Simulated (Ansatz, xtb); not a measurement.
# Two isomers of C7H5ClS

Structure a: `CC(=S)C#CC#CCCl`, a singlet. Structure b: `CC#CC#CC(=S)CCl`, a singlet. Both are isolated molecules in the gas phase, relaxed with r2SCAN-D4/def2-SVP; the shapes shown needn't be the lowest conformers.

a (Å):

```xyz
14

C    -1.1112   -3.6432    1.1546
C    -1.9494   -2.7035    0.3327
C    -1.2702   -1.6805   -0.3575
C    -0.6748   -0.7835   -0.9626
C    -0.0312    0.2013   -1.6280
C     0.5495    1.0981   -2.2347
C     1.2305    2.1465   -2.9438
Cl    3.0323    2.1122   -2.7055
S    -3.5918   -2.8112    0.2039
H    -1.7468   -4.3943    1.6406
H    -0.3635   -4.1422    0.5148
H    -0.5480   -3.0791    1.9176
H     1.0548    2.0694   -4.0283
H     0.8873    3.1380   -2.6088
```

b (Å):

```json
{"atom": "C", "x (Å)": "-0.2403", "y (Å)": "3.9160", "z (Å)": "0.1867"}
{"atom": "C", "x (Å)": "0.0004", "y (Å)": "2.4918", "z (Å)": "0.1929"}
{"atom": "C", "x (Å)": "0.2076", "y (Å)": "1.2811", "z (Å)": "0.2010"}
{"atom": "C", "x (Å)": "0.4334", "y (Å)": "-0.0519", "z (Å)": "0.2063"}
{"atom": "C", "x (Å)": "0.6368", "y (Å)": "-1.2700", "z (Å)": "0.2118"}
{"atom": "C", "x (Å)": "0.8909", "y (Å)": "-2.6476", "z (Å)": "0.2413"}
{"atom": "C", "x (Å)": "0.1290", "y (Å)": "-3.5485", "z (Å)": "-0.7078"}
{"atom": "Cl", "x (Å)": "-0.3016", "y (Å)": "-2.7732", "z (Å)": "-2.2702"}
{"atom": "S", "x (Å)": "1.9302", "y (Å)": "-3.3168", "z (Å)": "1.3365"}
{"atom": "H", "x (Å)": "-0.8459", "y (Å)": "4.2202", "z (Å)": "-0.6827"}
{"atom": "H", "x (Å)": "0.7098", "y (Å)": "4.4749", "z (Å)": "0.1562"}
{"atom": "H", "x (Å)": "-0.7767", "y (Å)": "4.2240", "z (Å)": "1.0999"}
{"atom": "H", "x (Å)": "-0.8156", "y (Å)": "-3.8495", "z (Å)": "-0.2251"}
{"atom": "H", "x (Å)": "0.7218", "y (Å)": "-4.4491", "z (Å)": "-0.9130"}
```

Quicker runs give these differences E(b) − E(a): GFN2-xTB −0.021 eV; HF/STO-3G −0.039 eV (at GFN2-xTB geometries); r2SCAN-D4/def2-SVP//GFN2-xTB −0.120 eV.

Estimate E(b) − E(a) at the level CCSD(T)/def2-SVP + ΔMP2/def2-TZVPP.

Too close to call at this level: CCSD(T)/def2-SVP + ΔMP2/def2-TZVPP gives E(b) − E(a) = −0.070 eV.

Level by level:

```
                             level            geometry  E(b) − E(a) (eV)  departure from the last row (eV)  job, with rough time for the two
                          GFN2-xTB            GFN2-xTB              −0.021                            +0.049              optimisation, 0.33 s
                         HF/STO-3G            GFN2-xTB              −0.039                            +0.031              single point, 0.42 s
      r2SCAN-D4/def2-SVP//GFN2-xTB            GFN2-xTB              −0.120                            −0.050               single point, 2.2 s
                r2SCAN-D4/def2-SVP  r2SCAN-D4/def2-SVP              −0.113                            −0.043                optimisation, 32 s
                       HF/def2-SVP  r2SCAN-D4/def2-SVP              −0.050                            +0.020           part of the CCSD(T) run
                      MP2/def2-SVP  r2SCAN-D4/def2-SVP              −0.103                            −0.033           part of the CCSD(T) run
                  CCSD(T)/def2-SVP  r2SCAN-D4/def2-SVP              −0.081                            −0.011                      single point
CCSD(T)/def2-SVP + ΔMP2/def2-TZVPP  r2SCAN-D4/def2-SVP              −0.070                                                  single point, 52 s
```

As drawn, both hold the same kinds of bond in the same numbers.

GFN2-xTB finds them nearly level. The largest departure from CCSD(T)/def2-SVP + ΔMP2/def2-TZVPP is that of r2SCAN-D4/def2-SVP//GFN2-xTB, 0.050 eV. The last row adds to CCSD(T) the change of the MP2 difference between the two basis sets, here +0.011 eV.

With thermal terms from frequencies at re-optimised GFN2-xTB minima (ideal gas, soft modes damped towards free rotors, one conformer each, 298.15 K, 1 atm): on the last row, ΔE + ΔZPE = −0.078, ΔH = −0.073, ΔG = −0.091 eV.

The correlated steps freeze 17 core orbitals. Programs: Ansatz 0.2.0, xtb 6.7.1; the last row on 4 threads of Intel(R) Xeon(R) 6975P-C (Granite Rapids) on a shared host.
